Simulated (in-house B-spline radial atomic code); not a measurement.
Re²⁺. Computed with a B-spline radial atomic code. Model: non-relativistic spherical atom: semilocal Troullier-Martins pseudo-atom, one channel per l, against all electrons, high spin, G0W0 and RPA with empty states to l = 8, local potential for every l without a channel, a model core (radius 0 = none) keeps its share of the functional.

Without relativity these are model numbers for so heavy an element.

What the tables leave out is listed at the end.

The pseudopotential gives back the lowest level of each angular momentum of its own functional in the configuration it was made in; a second state of the same l is only approximately right. Exact exchange, RPA and GW see the smooth pseudo-orbitals and miss the exchange with the core, for which the functional's share stands in. The column with an uncorrelated core keeps all orbitals and exact exchange, and so separates missing core correlation from pseudisation. Only the three outermost levels and the lowest empty one were computed. RPA here is direct RPA, with no exchange kernel, and its energies carry an (l + 1/2)⁻⁴ tail. A hybrid on a potential with a model core restores only its own semilocal share of the core's exchange.

Command:
```bash
python run_psgw.py task.json out
```
Settings (lengths in bohr, energies in hartree):
```
Z                      75
electrons              73
configuration          [Xe] 4f14 5d5
generated_in           [Xe] 4f14 5d5 6s2
functional             pbe,pbe
core_shells            9
radius_factor          0.9
core_correction        True
```

Cost of the run: 61 s on 1 thread of Arm Neoverse N1 (shared host).

Given: made with PBE; model core radius 0.61 bohr; local radius 0.972 bohr; mean-field start PBE0.

Valence shells of the generating configuration: 5s, 4f, 5p, 5d, 6s.

Channel: s 0.923, p 1.001, d 1.249, f 1.251 (radii in bohr).

Computed: largest level miss in the spin-unpolarised generating configuration 0.163 eV; valence RPA correlation energy all-electron orbitals -1.8723 hartree; valence RPA correlation energy pseudo -2.5343 hartree; pseudo-atom RPA polarisability 7.7044 bohr³.

| level | occupied | mean-field all-electron (eV) | mean-field pseudo minus all (eV) | G0W0 all-electron (eV) | G0W0 uncorrelated core minus all (eV) | G0W0 pseudo minus all (eV) | exchange self-energy all-electron (eV) | exchange self-energy pseudo (eV) |
| --- | --- | --- | --- | --- | --- | --- | --- | --- |
| 5d up | 1 | -25.016 | -0.432 | -29.444 | -0.052 | -0.771 | -29.351 | -28.275 |
| 5p down | 1 | -60.018 | -0.233 | -64.945 | -0.062 | -0.759 | -38.271 | -33.805 |
| 5d down (empty) | 0 | -18.039 | -0.365 | -15.057 | -0.034 | -0.508 | -10.749 | -9.5219 |

What is the all-electron RPA polarisability, core included?

8.0611 bohr³.

Among the listed levels the largest G0W0 shift of the pseudo-atom is -0.77 eV, for 5d up on the PBE0 start, while leaving the core uncorrelated moves that level by -0.05 eV. So pseudisation and the lost core exchange, not the missing core correlation, make the error. Not in the tables (levels of low weight, unsolved or above zero; the highest and the empty levels are kept at any weight): on PBE, a start not tabulated, the G0W0 levels 5d up (pseudo minus all -1.84 eV, weights 0.84 and 0.19), 5p down (pseudo minus all -0.84 eV, weights 0.83 and 0.84), 5p up (pseudo minus all -0.84 eV, weights 0.03 and 0.05), 5d down (pseudo minus all -0.61 eV, weights 0.81 and 0.76); on PBE0 the G0W0 levels 5p up (pseudo minus all -2.17 eV, weights 0.09 and 0.06); no Hartree-Fock pseudo-atom is run with a model core.
